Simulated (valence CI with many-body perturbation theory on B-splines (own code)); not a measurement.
Which ion has this spectrum?

A relativistic CI+MBPT calculation for an atom or ion with 39 electrons gives these levels (eV):

```tsv
J	Parity	E	g
3/2	even	0.000	0.65
5/2	even	9.512	1.05
3/2	even	11.837	1.23
7/2	even	12.717	1.08
9/2	even	13.240	1.07
1/2	even	13.475	1.90
5/2	even	19.884	1.37
7/2	even	22.388	1.08
9/2	even	23.680	1.14
3/2	even	25.291	1.14
1/2	even	26.227	1.43
11/2	even	27.065	1.09
5/2	even	27.419	1.19
5/2	even	29.251	1.11
```

The energies are calculated, and their last digits are not significant.

Q: Which is it?
A. Lu32+
B. Tm30+
C. Ho28+
D. Hf33+

A: B. Tm30+, ground level (4d3/2^3) J=3/2.
